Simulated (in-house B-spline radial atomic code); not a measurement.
How numerical settings move a run on the chromium ion Cr²⁺, [Ar] 3d4. Computed with a B-spline radial code for spherical atoms: non-relativistic LC-wPBE, spherical fractional occupations, point nucleus.

Command:
```bash
python run_scf.py task.json out
```
Settings of the sound reference run:
```
Z                24
electrons        22
configuration    [Ar] 3d4
hamiltonian      nr
method           lc_wpbe
spin_polarised   False
knot_spacing     0.22
spline_order     8
gauss_points     12
box_radius       22.22
max_iterations   70
damping          0.5
damped_steps     3
diis_vectors     10
tolerance        1e-08
start            Thomas-Fermi
```

Run time, properties included: 0.49 s on 1 thread of Arm Neoverse N1, on a shared host.

It converges in 10 iterations to -1042.808656 hartree, with 3d at -22.2306 eV. The other runs change the listed settings, some to values that make no sense; their results aren't properties of the atom or ion. Radii are in bohr (the nuclear one in fm), a minus after a letter asks for a j subshell, and «unchanged» means within 1e-8 hartree. The run stops when the residual is below 10 × tolerance × max(1, Z/10), or a noise floor if that is larger, and the energy moves by less than 1e-8 × √|E| hartree; so very loose and very tight tolerances often act alike.

```tsv
changed settings	outcome
box_radius = 0.89	converged in 7 iterations, energy +1.01e+02 hartree from the reference, 3d level +3.2e+02 eV (the program warns: 3d has a positive eigenvalue: unbound, held by the box; 3s has a positive eigenvalue: unbound, held by the box)
knot_spacing = 0.15, max_iterations = 50, start = bare nucleus	converged in 10 iterations, energy -1.37e-05 hartree from the reference, 3d level +1.3e-04 eV
electrons = 23, configuration = [Ar] 3d4 4s-1, max_iterations = 50	stopped with error: j subshells need the Dirac Hamiltonian and l > 0
spline_order = 6	converged in 10 iterations, energy +3.30e-06 hartree from the reference, 3d level -7.9e-06 eV
hamiltonian = dirac, method = hf, spin_polarised = True, nucleus = fermi, rms_radius = 3.6452, mass_number = 52, atomic_mass = 51.9405, speed_of_light = 137.036	stopped with error: spin polarisation is not served with the Dirac Hamiltonian
box_radius = 1.33	converged in 8 iterations, energy +1.91e+01 hartree from the reference, 3d level +1.0e+02 eV (the program warns: 3d has a positive eigenvalue: unbound, held by the box; 3p has a positive eigenvalue: unbound, held by the box)
spline_order = 5	converged in 10 iterations, energy +2.60e-06 hartree from the reference, 3d level +6.7e-05 eV
box_radius = 3.33	converged in 10 iterations, energy +9.61e-02 hartree from the reference, 3d level +2.6e+00 eV (the program warns: 3d reaches the box edge; 3s reaches the box edge)
max_iterations = 50, damped_steps = 1, start = bare nucleus	converged in 10 iterations, energy unchanged, 3d level +2.5e-05 eV
box_radius = 11.11	converged in 10 iterations, energy -1.22e-07 hartree from the reference, 3d level +5.4e-06 eV
box_radius = 88.88	converged in 10 iterations, energy unchanged, 3d level -2.9e-07 eV
spline_order = 3	converged in 10 iterations, energy +2.24e-02 hartree from the reference, 3d level -5.3e-03 eV
first_knot = 4.17e-05, max_iterations = 2, diis_vectors = 1, tolerance = 1e-06	not converged after 2 iterations, last residual 4.3e-01, last energy +4.74e+00 hartree from the reference
electrons = 23, configuration = [Ar] 3d4 2f1, max_iterations = 50	stopped with error: there is no 2f shell
gauss_points = 5, max_iterations = 60, start = bare nucleus	converged in 10 iterations, energy -1.08e-05 hartree from the reference, 3d level -1.4e-05 eV
```

**Question.** What happens with spline_order = 10?

**Answer.** Converged in 10 iterations, energy -9.55e-06 hartree from the reference, 3d level +1.3e-04 eV.

**Question.** What happens with box_radius = 4.44?

**Answer.** Converged in 10 iterations, energy +1.11e-02 hartree from the reference, 3d level +4.7e-01 eV (the program warns: 3d reaches the box edge; 3s reaches the box edge).

**Question.** What happens with box_radius = 2.22?

**Answer.** Converged in 8 iterations, energy +1.24e+00 hartree from the reference, 3d level +1.6e+01 eV (the program warns: 3d reaches the box edge; 3s reaches the box edge).

**Question.** What happens with spline_order = 4?

**Answer.** Converged in 10 iterations, energy +3.42e-04 hartree from the reference, 3d level -1.3e-05 eV.
